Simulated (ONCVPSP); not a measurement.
# cadmium (Cd): one change to an ONCV potential, before and after

cadmium, optimised norm-conserving Vanderbilt (ONCV), made with ONCVPSP 4.0.1 (PBE, scalar-relativistic). Core [Kr], reference 4d10 5s2. Waves: 5s: rc 2.60 bohr, ncon 4, nbas 8, qcut 2.9 1/bohr, 3 projectors, debl 3.5 Ha; p scattering state at 0.25 Ha: rc 2.05 bohr, ncon 4, nbas 9, qcut 3.8 1/bohr, 3 projectors, debl 2.3 Ha; 4d: rc 1.30 bohr, ncon 4, nbas 8, qcut 7.5 1/bohr, 2 projectors, debl 3.5 Ha. Local part: polynomial inside 1.25 bohr (lpopt 5, dvloc0 6 Ha). Core correction: polynomial model core, fcfact 0.65.

All-electron outer shells of the reference configuration (PBE, scalar-relativistic, ld1.x):

```
shell  level (eV)  outermost node (bohr)  outermost maximum (bohr)
   4p      -66.97                   0.43                      0.84
   4d      -11.73                   0.42                      0.98
   5s       -5.66                   1.07                      2.35
```

Change: s: rc 2.28.

Cutoffs: the cutoffs (Ha) at which the residual kinetic energy of the hardest occupied pseudo-wave falls to 1 and 0.1 mHa per electron; they do not see the model core or the augmentation charge, which bear on the density cutoff. Errors are all-electron minus pseudo energies relative to the spin-unpolarised reference configuration.

**Question.** What does the change do?

**Answer.** The potential gets neither clearly harder nor softer (50 Ha and 131 Ha → 50 Ha and 131 Ha); both files keep a bound ghost (p); of the 4 tests that both files solve, the error grows in 0 and shrinks in 2 by more than 15 % and 0.3 meV (median size 34.4 → 28.1 meV).

| quantity | base | changed |
| --- | --- | --- |
| cutoff, loose | 50 Ha | 50 Ha |
| cutoff, tight | 131 Ha | 131 Ha |
| loose cutoff by channel | s 3.9 Ha, d 50 Ha | s 4.5 Ha, d 50 Ha |
| bound ghosts | p | p |
| GHOST(+) flags under 300 eV | s at 141.9 eV | s at 158.3 eV |
| error for 4d10 5s1, meV [ΔE 9.27 eV] | -9.1 | -8.6 |
| error for 4d10 5s0, meV [ΔE 26.40 eV] | -51 | -45 |
| error for 4d9 5s0, meV [ΔE 64.41 eV] | -139 | -77 |
| error for 4d10 5s0 5p2, meV [ΔE 9.67 eV] | -18 | -11 |
| p: phases at 2.08 bohr within 0.05 rad from the reference energy up to (Ha; the scan ends near 5) | to the end of the scan | to the end of the scan |
| d: phases at 1.32 bohr within 0.05 rad from the reference energy up to (Ha; the scan ends near 5) | to the end of the scan | to the end of the scan |
| rms error of d²Exc/dni dnj with the model core, mHa | 0.34 | 0.29 |

 A true bound ghost makes a file unfit for plane-wave use even where its test errors are small: the radial tests pick states by their node count and pass the ghost by.
